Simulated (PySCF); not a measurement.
C3H9Al, charge -1, doublet, geometry from GFN2-xTB (such geometries of metal compounds can be far from the true shape) (a state made from the parent by changing its charge; the spin is typed, not shown lowest) (in this run its highest filled SCF level lies above zero, so its values depend strongly on the basis, on diffuse functions most of all). Base run: B3LYP/STO-3G (PySCF).

Input for PySCF:
```python
from pyscf import gto, scf, dft

mol = gto.Mole()
mol.atom = '''
    Al   -0.31345568    0.26070650    0.46689355
    C    -1.20837662   -1.44885398   -0.32477592
    H    -0.65953292   -1.91921404   -1.15429636
    H    -2.21794573   -1.24969512   -0.71502619
    H    -1.33776513   -2.24023004    0.42899583
    C    -0.03834955    1.50164128   -1.18677467
    H     0.51711093    1.04796697   -2.02116991
    H     0.51066905    2.42102643   -0.93280851
    H    -0.99227817    1.84111055   -1.61801717
    C     1.61529581   -0.35933302    0.96256457
    H     2.24295330    0.47155375    1.31874227
    H     2.18010805   -0.82353158    0.14032435
    H     1.62018668   -1.09889706    1.77755562
'''
mol.basis = 'sto-3g'
mol.charge = -1
mol.spin = 1
mol.verbose = 4
mol.build()

mf = dft.UKS(mol)
mf.xc = 'b3lyp'
mf.kernel()
mo_i, mo_e, stable_i, stable_e = mf.stability(internal=True, external=False, return_status=True, nroots=6, tol=1e-6)
print('internally stable:', stable_i, ' externally stable:', stable_e)
if not stable_i:
    umf = mf.copy()
    umf.scf_summary = {}
    umf.kernel(umf.make_rdm1(mo_i, mf.mo_occ))
mf.analyze()
```

The bond that is stretched is that between atoms 12 and 10. A test that says stable can miss a lower solution.

Variants of this job, named by their change:

```json
[
 {"change": "base", "ΔE vs base (eV)": "0.00", "<S^2>": "0.750", "stability test says": "internally stable (external not tested)"},
 {"change": "bond × 1.25", "ΔE vs base (eV)": "0.89", "<S^2>": "0.750", "stability test says": "internally stable (external not tested)"},
 {"change": "bond × 1.5", "ΔE vs base (eV)": "2.42", "<S^2>": "0.755", "stability test says": "internally stable (external not tested)"},
 {"change": "bond × 1.8", "ΔE vs base (eV)": "3.93", "<S^2>": "0.861", "stability test says": "internally stable (external not tested)"},
 {"change": "bond × 2.2", "ΔE vs base (eV)": "4.88", "<S^2>": "1.021", "stability test says": "internally stable (external not tested)"},
 {"change": "bond × 3.0", "ΔE vs base (eV)": "5.53", "<S^2>": "0.753", "stability test says": "internal instability"}
]
```

On stretching, the SCF can end on different states; <S^2> shows the spin contamination of each.
